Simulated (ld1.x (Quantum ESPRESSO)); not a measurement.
Varying the TM potential for Fe (Z = 26)

Base potential:

| Property | Result |
| --- | --- |
| Element | Fe |
| Generator | ld1.x (Quantum ESPRESSO) 7.5 |
| Type | norm-conserving Troullier–Martins (Kleinman–Bylander form) |
| Functional | Wu–Cohen |
| Relativity | scalar-relativistic |
| Frozen core | [Ne] |
| Valence charge | 16 |
| Reference configuration | 3s2 3p6 3d6 4s1 4p0 (charge +1) |
| Partial waves | 3s (bound): rc 1.35 bohr; 3p (bound): rc 0.90 bohr; 3d (bound): rc 1.20 bohr |
| Local potential | all-electron potential smoothed inside 1.10 bohr (lloc = -2) |
| Core correction | Bessel-smoothed model core, default radius (core density twice the valence density) |

Occupied shells without a wave of their own: 4s. They enter only through the test configuration that unscreens the potential, and ld1.x also counts them in the model core charge.

All-electron outer shells of the reference configuration (Wu–Cohen, scalar-relativistic, ld1.x):

| shell | level (eV) | outermost node (bohr) | outermost maximum (bohr) |
| --- | --- | --- | --- |
| 2p | -706.91 | – | 0.18 |
| 3s | -102.36 | 0.33 | 0.70 |
| 3p | -68.53 | 0.30 | 0.72 |
| 3d | -16.01 | – | 0.71 |
| 4s | -12.33 | 1.00 | 2.26 |
| 4p | -7.27 | 1.09 | 2.80 |

Cutoffs, loose and tight: the cutoffs (Ry, on a coarse ladder) from which the occupation-weighted sum of valence levels, in a spherical-Bessel basis at the reference potential, stays within 10 and 1 mRy of its value at 400 Ry. They do not see the model core or the augmentation charge, which bear on the density cutoff. Test errors are all-electron minus pseudo excitation energies from the reference, over the configurations 3s2 3p6 3d6 4s2 4p0; 3s2 3p6 3d6 4s0 4p0; 3s2 3p6 3d5 4s0 4p0; 3s2 3p6 3d6 4s1.5 4p0; 3s2 3p6 3d6 4s1 4p1; 3s2 3p6 3d4 4s0 4p0; 3s2 3p5 3d6 4s2 4p0. A dash means not determined; rows that change the core or the reference have their own tests.

With those shells counted twice in exchange and correlation these files are broken, and their errors move erratically; no question is asked of them.

| change | outcome | cutoff, loose | cutoff, tight | bound ghosts | largest test error (meV) |
| --- | --- | --- | --- | --- | --- |
| base | generated, misses its reference levels by 0.60 eV | 160 Ry | 260 Ry | none | +921 |
| all radii but the core radius scaled by about 0.74 (s 1.00, p 0.66, d 0.88 bohr); local potential all-electron potential smoothed inside 0.82 bohr (lloc = -2) | generated, misses its reference levels by 0.16 eV | 260 Ry | over 300 Ry | none | -1050 |
| all radii but the core radius scaled by about 0.86 (s 1.16, p 0.78, d 1.02 bohr); local potential all-electron potential smoothed inside 0.94 bohr (lloc = -2) | generated | 200 Ry | 300 Ry | none | -1014 |
| all radii but the core radius scaled by about 0.92 (s 1.24, p 0.82, d 1.10 bohr); local potential all-electron potential smoothed inside 1.00 bohr (lloc = -2) | generated | 180 Ry | 300 Ry | none | -961 |
| all radii but the core radius scaled by about 1.11 (s 1.50, p 1.00, d 1.32 bohr); local potential all-electron potential smoothed inside 1.22 bohr (lloc = -2) | generated, misses its reference levels by 1.05 eV | 140 Ry | 230 Ry | none | -3344 |
| all radii but the core radius scaled by about 1.23 (s 1.66, p 1.10, d 1.48 bohr); local potential all-electron potential smoothed inside 1.34 bohr (lloc = -2) | generated, misses its reference levels by 0.57 eV | 110 Ry | 180 Ry | none | -2045 |
| all radii but the core radius scaled by about 1.29 (s 1.74, p 1.16, d 1.54 bohr); local potential all-electron potential smoothed inside 1.42 bohr (lloc = -2) | generated, misses its reference levels by 0.42 eV | 110 Ry | 180 Ry | none | -1622 |
| all radii but the core radius scaled by about 1.36 (s 1.84, p 1.22, d 1.64 bohr); local potential all-electron potential smoothed inside 1.50 bohr (lloc = -2) | generated, misses its reference levels by 0.20 eV | 100 Ry | 160 Ry | none | -1041 |

Reading the sweep of the scale of all radii but the core radius (base = 1) (base included, trends over the rows without a ghost): The loose cutoff falls from 260 Ry at 0.74 to 100 Ry at 1.36. A larger radius leaves more room for a smooth pseudo-wave, so fewer plane waves are needed; a smaller one forces it to follow the all-electron wave where it bends sharply. The median size of the test errors (rows with all tests solved) is not monotonic: lowest 127.9 meV at 0.92, highest 1346.2 meV at 1.11.
